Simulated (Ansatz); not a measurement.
The same path of CH$_{7}$FSeSiSn (12 atoms, charge 0, multiplicity 1) was run twice with different band settings. The coordinate that changes most is the dihedral Sn2–Se3–C4–H9.

Method: Ansatz, RKS PBE0/def2-SVP.

Relaxed end points:

```xyz
12
Properties=species:S:1:pos:R:3
F -2.150 1.417 0.500
Sn -0.360 2.148 0.776
Se 0.884 0.128 1.635
C -0.108 -1.162 0.507
Si 0.704 -1.388 -1.181
H -0.481 3.357 1.977
H 0.080 2.695 -0.783
H -0.107 -2.101 1.081
H -1.151 -0.821 0.433
H 2.103 -1.880 -1.010
H -0.066 -2.373 -2.005
H 0.730 -0.075 -1.896
```

```xyz
12
Properties=species:S:1:pos:R:3
F -1.670 0.782 1.983
Sn -0.624 2.261 1.254
Se 1.147 1.039 -0.061
C -0.064 -0.414 -0.621
Si 0.916 -1.996 -0.950
H 0.027 3.123 2.580
H -1.769 3.108 0.305
H -0.782 -0.596 0.193
H -0.616 -0.103 -1.521
H 1.540 -2.484 0.314
H -0.013 -3.039 -1.484
H 1.987 -1.737 -1.959
```

Common settings: movable images 7; climbing image yes; optimiser quadratic models (default); start path through a guess of the saddle point; force threshold 0.05 eV/Å; end points relaxed.

| run | spring | iteration limit |
| --- | --- | --- |
| 1 | 5.0 eV/Å² | 34 |
| 2 | 0.1 eV/Å² | 38 |

Problem. What does each run give, and how far can it be trusted?

Solution. Run 1: converged after 18 iterations, highest image 0.040 eV above the first end. A vibrational analysis at the climbing image gives no mode beyond 40i cm⁻¹: the surface is too flat there to confirm a saddle point.
Run 2: converged after 20 iterations, highest image 0.047 eV above the first end. The order of the stationary point at the top wasn't checked.
